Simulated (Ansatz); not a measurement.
Born–Oppenheimer molecular dynamics of C₃H₁₀FNSi (16 atoms, charge 0, multiplicity 1). It starts from a relaxed structure.

Theory: Ansatz, RKS PBE0-D4/STO-3G.

```yaml
ensemble: NVT, Nosé–Hoover chain
time_step: 2 fs
steps_asked: 40
set_temperature: 300 K
thermostat: time constant 100 fs, chain length 3 (defaults)
seed: 717367
```

First frame:

```xyz
16
Properties=species:S:1:pos:R:3
C 0.152 -1.742 -0.556
C 1.056 -0.513 -0.331
C 0.255 0.796 0.004
N -0.665 1.073 -1.165
F 1.195 1.843 0.156
Si -0.831 0.626 1.579
H -0.632 -1.499 -1.283
H 0.742 -2.585 -0.938
H -0.328 -2.057 0.379
H 1.645 -0.323 -1.243
H 1.771 -0.709 0.482
H -0.024 1.237 -1.989
H -1.055 2.039 -0.988
H -0.014 0.174 2.680
H -1.380 1.923 1.895
H -1.911 -0.305 1.363
```

(1) How far do the bonds stretch over the last three quarters of this one trajectory? (Pairs bonded in most of those frames.)

## Answers

(1) 
```json
{"bond": "C1–C2", "mean (Å)": "1.544", "spread (Å)": "0.022", "shortest": "1.49", "longest": "1.58"}
{"bond": "C1–H7", "mean (Å)": "1.102", "spread (Å)": "0.042", "shortest": "1.03", "longest": "1.17"}
{"bond": "C1–H8", "mean (Å)": "1.105", "spread (Å)": "0.044", "shortest": "1.03", "longest": "1.18"}
{"bond": "C1–H9", "mean (Å)": "1.101", "spread (Å)": "0.033", "shortest": "1.04", "longest": "1.16"}
{"bond": "C2–C3", "mean (Å)": "1.569", "spread (Å)": "0.025", "shortest": "1.53", "longest": "1.62"}
{"bond": "C2–H10", "mean (Å)": "1.103", "spread (Å)": "0.012", "shortest": "1.09", "longest": "1.12"}
{"bond": "C2–H11", "mean (Å)": "1.102", "spread (Å)": "0.009", "shortest": "1.09", "longest": "1.12"}
{"bond": "C3–N4", "mean (Å)": "1.513", "spread (Å)": "0.015", "shortest": "1.48", "longest": "1.54"}
{"bond": "C3–F5", "mean (Å)": "1.421", "spread (Å)": "0.032", "shortest": "1.36", "longest": "1.47"}
{"bond": "C3–Si6", "mean (Å)": "1.923", "spread (Å)": "0.019", "shortest": "1.89", "longest": "1.95"}
{"bond": "N4–H12", "mean (Å)": "1.057", "spread (Å)": "0.016", "shortest": "1.03", "longest": "1.09"}
{"bond": "N4–H13", "mean (Å)": "1.057", "spread (Å)": "0.023", "shortest": "1.02", "longest": "1.09"}
{"bond": "Si6–H14", "mean (Å)": "1.444", "spread (Å)": "0.002", "shortest": "1.44", "longest": "1.45"}
{"bond": "Si6–H15", "mean (Å)": "1.443", "spread (Å)": "0.020", "shortest": "1.42", "longest": "1.47"}
{"bond": "Si6–H16", "mean (Å)": "1.446", "spread (Å)": "0.023", "shortest": "1.41", "longest": "1.48"}
```

Mean temperature of the second half: 168 K. The conserved energy wandered by up to 8.0 meV per atom (net 6.6 meV per atom), which is poor conservation. The mean temperature of the second half is 44 % below the set value. A step of 2 fs is long for free X–H stretches (periods near 10 fs) and can bias their spread and the temperature. A run of 0.08 ps of so small a system gives no equilibrium averages. Limits of this set-up: minimal basis.

Time of the run: 3.2 min on 1 thread of Intel(R) Xeon(R) Platinum 8259CL CPU @ 2.50GHz (Skylake/Cascade Lake), on a shared host, peak memory 0.14 GiB.
